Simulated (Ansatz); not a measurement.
One change: `BCCI` becomes `BCCBO`.

Ansatz, PBE0-D4/def2-TZVP geometries, multiplicity 1. Each molecule was computed in one conformer, which needn't be the lowest.

Elements past krypton have def2 core potentials.  Spin–orbit coupling is left out; it splits and shifts lone-pair levels of the heavy atoms by tenths of an eV.

| property | `BCCI` |
| --- | --- |
| size of the dipole moment (ωB97M-V/def2-TZVPP) / D | 1.55 |
| HOMO energy (ωB97M-V/def2-TZVPP) / eV | -9.40 |
| HOMO–LUMO gap (ωB97M-V/def2-TZVPP) / eV | 9.62 |
| HOMO energy (PBE/def2-TZVPP) / eV | -6.09 |
| size of the dipole moment (PBE/def2-TZVPP) / D | 1.49 |
| size of the dipole moment (B3LYP/def2-TZVPP) / D | 1.60 |

(1) What does the change do to each property? (Estimate.)

Results:

(1) Ansatz gave: 
| property | `BCCBO` | shift |
| --- | --- | --- |
| size of the dipole moment (ωB97M-V/def2-TZVPP) / D | 1.38 | -0.17 |
| HOMO energy (ωB97M-V/def2-TZVPP) / eV | -10.43 | -1.03 |
| HOMO–LUMO gap (ωB97M-V/def2-TZVPP) / eV | 11.01 | 1.39 |
| HOMO energy (PBE/def2-TZVPP) / eV | -6.73 | -0.64 |
| size of the dipole moment (PBE/def2-TZVPP) / D | 1.33 | -0.16 |
| size of the dipole moment (B3LYP/def2-TZVPP) / D | 1.35 | -0.25 |

With PBE0 the HOMO falls by 0.89 eV and the LUMO rises by 0.40 eV, so the gap widens by about 1.29 eV. PBE moves the HOMO by -0.64 eV and ωB97M-V by -1.03 eV. Dipoles are sizes alone; their direction can turn.

B3LYP here is the variant with VWN-RPA as its local correlation; programs differ in this.
